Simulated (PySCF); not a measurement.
## Working out the ionisation energy of In

In [Kr] 4d10 5s2 5p1 (2P) → In⁺ [Kr] 4d10 5s2 (1S). Calculation: PySCF 2.14, in def2-TZVPPD with the def2 core potential (28 electrons); a scalar-relativistic core potential. Frozen: nothing. Energies in hartree (1 hartree = 27.21139 eV):

```tsv
part	In (lower)	In⁺ (upper)
UHF	-189.210090	-189.018398
CCSD correlation	-0.303018	-0.292926
(T)	-0.008738	-0.007995
```

**Question.** What does Hartree-Fock give?

**Answer.** (-189.018398) − (-189.210090) = 0.191692 hartree = 5.216 eV.

**Question.** What do CCSD and CCSD(T) give?

**Answer.** The CCSD correlation energies differ by 0.010092 hartree = 0.275 eV and the triples by 0.000743 hartree = 0.020 eV, so CCSD gives 5.491 eV and CCSD(T) 5.511 eV.

Measured between the centres of the two terms (NIST): 5.603 eV, so CCSD(T) (valence and next inner shell) is off by -0.092 eV.

What remains against the reference includes basis incompleteness and higher excitations.
